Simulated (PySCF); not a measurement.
Zn₂: energy against distance

Set-up: basis Zn def2-TZVPP; no relativity; PySCF 2.14. Energies in eV from Zn + Zn in their ground configurations at the same level. State: ¹Σg⁺ (singlet), closed shell.

All columns are PBE0.

| R (Å) | E (eV) | HOMO (eV) | LUMO (eV) | Mayer bond order | ⟨S²⟩ |
| --- | --- | --- | --- | --- | --- |
| 2.881 | -0.017 | -5.57 | -1.21 | 0.47 | 0.00 |
| 3.015 | -0.041 | -5.67 | -1.14 | 0.40 | 0.00 |
| 3.149 | -0.052 | -5.77 | -1.09 | 0.34 | 0.00 |
| 3.249 | -0.055 | -5.84 | -1.09 | 0.29 | 0.00 |
| 3.350 | -0.055 | -5.90 | -1.08 | 0.26 | 0.00 |
| 3.450 | -0.054 | -5.97 | -1.08 | 0.23 | 0.00 |
| 3.584 | -0.049 | -6.04 | -1.06 | 0.19 | 0.00 |
| 3.752 | -0.043 | -6.12 | -1.05 | 0.15 | 0.00 |
| 3.953 | -0.035 | -6.21 | -1.02 | 0.11 | 0.00 |
| 4.221 | -0.026 | -6.30 | -0.98 | 0.07 | 0.00 |

Closed-shell solutions of metal pairs were not tested for spin polarisation, which can lower them a little. The bond is weak. Basis-set superposition, not corrected here, can be much of De in a small basis, most of all at correlated wavefunction levels. Functionals without a dispersion term scatter widely for such bonds, and LDA overbinds them.
